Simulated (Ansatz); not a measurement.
C4H7Br (`C[C@H]1C[C@@H]1Br`) at its PBE0-D4/def2-TZVP geometry, where that method's forces vanish. The species carries charge 0 and has multiplicity 1.

| atom | x (Å) | y (Å) | z (Å) |
| --- | --- | --- | --- |
| C1 | -1.277 | -0.648 | -0.524 |
| C2 | 0.148 | -0.180 | -0.464 |
| C3 | 0.499 | 1.165 | 0.110 |
| C4 | 0.839 | -0.082 | 0.850 |
| Br5 | 2.666 | -0.621 | 1.022 |
| H6 | -1.335 | -1.739 | -0.548 |
| H7 | -1.778 | -0.263 | -1.417 |
| H8 | -1.840 | -0.301 | 0.346 |
| H9 | 0.778 | -0.500 | -1.288 |
| H10 | 1.311 | 1.715 | -0.348 |
| H11 | -0.297 | 1.780 | 0.515 |
| H12 | 0.287 | -0.327 | 1.747 |

For each bond, give half the difference of the two atoms' forces along it (eV/Å; positive pushes the atoms apart) under PBE-D4, r2SCAN-D4, B3LYP-D4, ωB97M-V in def2-TZVPP. (Estimate.)

Ansatz gave: 
| bond | length (Å) | PBE-D4 | r2SCAN-D4 | B3LYP-D4 | ωB97M-V |
| --- | --- | --- | --- | --- | --- |
| C1–C2 | 1.501 | -0.08 | 0.05 | 0.13 | 0.17 |
| C1–H6 | 1.093 | 0.10 | -0.03 | -0.06 | -0.08 |
| C1–H7 | 1.093 | 0.11 | -0.02 | -0.06 | -0.09 |
| C1–H8 | 1.093 | 0.12 | -0.03 | -0.05 | -0.08 |
| C2–C3 | 1.505 | 0.22 | 0.19 | 0.22 | 0.18 |
| C2–C4 | 1.488 | 0.17 | 0.08 | 0.10 | 0.16 |
| C2–H9 | 1.085 | 0.07 | -0.09 | -0.16 | -0.17 |
| C3–C4 | 1.490 | 0.17 | 0.13 | 0.18 | 0.25 |
| C3–H10 | 1.082 | 0.04 | -0.08 | -0.13 | -0.12 |
| C3–H11 | 1.085 | 0.04 | -0.07 | -0.12 | -0.12 |
| C4–Br5 | 1.912 | 0.19 | 0.21 | 0.32 | 0.01 |
| C4–H12 | 1.082 | 0.05 | -0.11 | -0.20 | -0.18 |

B3LYP here is the variant with VWN-RPA as its local correlation; programs differ in this.
